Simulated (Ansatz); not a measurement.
Consider the hydrogenolysis of the Si–F bond: `B[SiH](N)F` + H₂ → `B[SiH2]N` + H–F.

Program: Ansatz. Geometries: PBE0-D4/def2-TZVP. ΔE: electronic, gas phase. CCSD(T)/CBS is the MP2 limit (def2-TZVPP, def2-QZVPP) plus CCSD(T) − MP2 in def2-TZVPP, frozen cores. This one scheme is used for every species. Functionals use def2-TZVPP. Each species was taken in one conformer, which may not be the lowest.

CCSD(T)/CBS gives +133.6 kJ/mol.

Q: Another level gave +125.3 kJ/mol. Which?
A. r2SCAN/def2-TZVPP
B. PBE0/def2-TZVPP
C. r2SCAN0-D4/def2-TZVPP
D. PBE-QIDH/def2-TZVPP

A: B. PBE0 125.3, r2SCAN 140.3, PBE-QIDH 130.1, r2SCAN0-D4 136.0 kJ/mol.

Largest T1 diagnostic among the species: 0.012.

Leaving LDA and LC-ωPBE aside and taking each functional with its dispersion term where it has one, the values, not all of them listed here, spread over 14.6 kJ/mol, from HSE06-D4 to BLYP-D4. At CCSD(T), def2-SVP lies −11.3 kJ/mol from the extrapolated value and def2-TZVPP −1.9 kJ/mol.
